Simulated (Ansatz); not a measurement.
Reaction: AsH3 (SMILES [AsH3]) → AsH2 (SMILES [AsH2], doublet) + H (doublet) (the As-H bond breaks)
Each species at its own B3LYP-D3(BJ)/def2-TZVP minimum (Ansatz, a quantum-chemistry and plane-wave program).

Total energies in hartree (Ansatz). Radicals and triplets start from unrestricted determinants; spin-orbit coupling is neglected. Cores are frozen in correlated methods (noble-gas shells, and filled d and f shells in the p block). No relativity. Where a partner has so few electrons that a lower coupled-cluster level is exact, that level stands in.

```csv
species,HF/cc-pVTZ,CCSD(T)/cc-pVTZ,HF/cc-pVQZ,CCSD(T)/cc-pVQZ,CCSDT(Q)/cc-pVQZ
1: AsH3 (SMILES [AsH3]),-2235.97331,-2236.16305,-2235.97699,-2236.17656,-2236.17756
"2: AsH2 (SMILES [AsH2], doublet)",-2235.38487,-2235.53976,-2235.38830,-2235.55147,-2235.55243
3: H (doublet),-0.49981,-0.49981,-0.49995,-0.49995,-0.49995
```

Q: Work out the bond dissociation energy (electronic) in kcal/mol: take Hartree-Fock from cc-pVQZ, extrapolate the CCSD(T) correlation energy as X^-3 (X = 3, 4), and add CCSDT(Q) - CCSD(T) in cc-pVQZ. 1 hartree = 627.51 kcal/mol.

A: 
Species 1: correlation (64·(-0.19957) - 27·(-0.18974))/37 = -0.20674; step -0.00100; E1 = -2235.97699 + (-0.20674) + (-0.00100) = -2236.18473
Species 2: correlation (64·(-0.16317) - 27·(-0.15489))/37 = -0.16921; step -0.00096; E2 = -2235.38830 + (-0.16921) + (-0.00096) = -2235.55847
Species 3: correlation (64·(0.00000) - 27·(0.00000))/37 = 0.00000; step +0.00000; E3 = -0.49995 + (0.00000) + (+0.00000) = -0.49995
-1·E1 +1·E2 +1·E3 = 0.12631 hartree = 79.3 kcal/mol.
